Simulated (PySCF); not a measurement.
B3LYP has the VWN-RPA correlation part, as in Gaussian. 

Z-matrix (Å, degrees):
```
In
O 1 2.0037
H 2 0.9630 1 111.91
O 1 2.0108 2 110.41 3 -0.03
H 4 0.9603 1 117.74 2 179.99
```
Charge 0, spin multiplicity 2.

### Question
What is the computed highest occupied spin orbital, total energy and dipole moment (B3LYP-D3(BJ)/def2-TZVP // M06-2X/def2-TZVP (PySCF))?

### Answer

| Property | Value |
|---|---|
| highest occupied spin orbital | -6.47 eV |
| total energy | -341.9390 Ha |
| dipole moment | 2.46 D |
